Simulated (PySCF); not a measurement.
**Property card for 4,5-dimethyl-1-hexene, `C(C)(C)[C@@H](CC=C)C`**

Compound: 4,5-dimethyl-1-hexene, C₈H₁₆.
Numbering: `[CH2:1]=[CH:2][CH2:3][C@@H:4]([CH3:5])[CH:6]([CH3:7])[CH3:8]` (hydrogens: H9, H10 on C1; H11 on C2; H12, H13 on C3; H14 on C4; H15, H16, H17 on C5; H18 on C6; H19, H20, H21 on C7; H22, H23, H24 on C8)

**GFN2-xTB geometry**

| Quantity | Value |
| --- | --- |
| Point group of the GFN2-xTB geometry | C1 |
| Rotational constants A, B, C of the GFN2-xTB geometry | 3.290, 1.105, 1.026 GHz |

PBE0/pcSseg-1 ground state and GIAO shieldings, non-relativistic (PySCF):

| Quantity | Value |
| --- | --- |
| Dipole moment | 0.43 D |
| HOMO energy | -7.32 eV |
| LUMO energy | 0.54 eV |
| HOMO–LUMO gap | 7.86 eV |
| Lowest Hirshfeld atomic charge | -0.12 e on C5/C7/C8 |
| Highest Hirshfeld atomic charge | +0.04 e on H9, H10, H11, H12, H13, H15, H16, H19, H20, H21, H22, H23, H24 |
| 13C chemical shifts (computed TMS as zero) by class | 149.7 (C2), 122.5 (C1), 42.0 (C4), 39.2 (C3), 36.6 (C6), 24.0 (C8), 20.6 (C5), 16.8 (C7) ppm |
| 1H chemical shifts (computed TMS as zero) by class | 5.99 (H11), 5.40 (H9), 5.33 (H10), 2.39 (H12), 1.54 (H18), 1.43 (H13), 1.25 (H14), 1.05 (H22/H23/H24), 0.98 (H15/H16/H17), 0.81 (H19/H20/H21) ppm |
| Mayer bond orders between heavy atoms | C1–C2 1.99, C2–C3 1.04, C3–C4 0.98, C4–C5 1.04, C4–C6 1.00, C6–C7 1.02, C6–C8 1.04 |

Monoisotopic mass (most abundant isotopes): 112.1252 u.

The dipole equals about 1.4 × 10⁻³⁰ C·m (1 D = 3.33564 × 10⁻³⁰ C·m). A dipole of 0.43 D is allowed in C1, and pure rotational transitions are dipole-allowed. The rotational constants make it an asymmetric top with κ = (2B − A − C)/(A − C) = -0.93, nearer the prolate limit (−1). With B = h/(8π²I), that is 505.379 GHz u Å² over I, the principal moments of inertia are 153.6, 457.3 and 492.6 u Å² (most abundant isotopes).

Isolated species at its GFN2-xTB geometry (one conformer only). NMR classes are plain means over equivalent atoms (diastereotopic ones count apart unless rotation or inversion swaps them), as if these changed places fast; in this geometry the members of some classes differ.

Conformer computed: `[CH2:1]=[CH:2][CH2:3][C@@H:4]([CH3:5])[CH:6]([CH3:7])[CH3:8]`: C1–C2–C3–C4 -124°, C2–C3–C4–C5 68°, C3–C4–C6–C7 -51°.
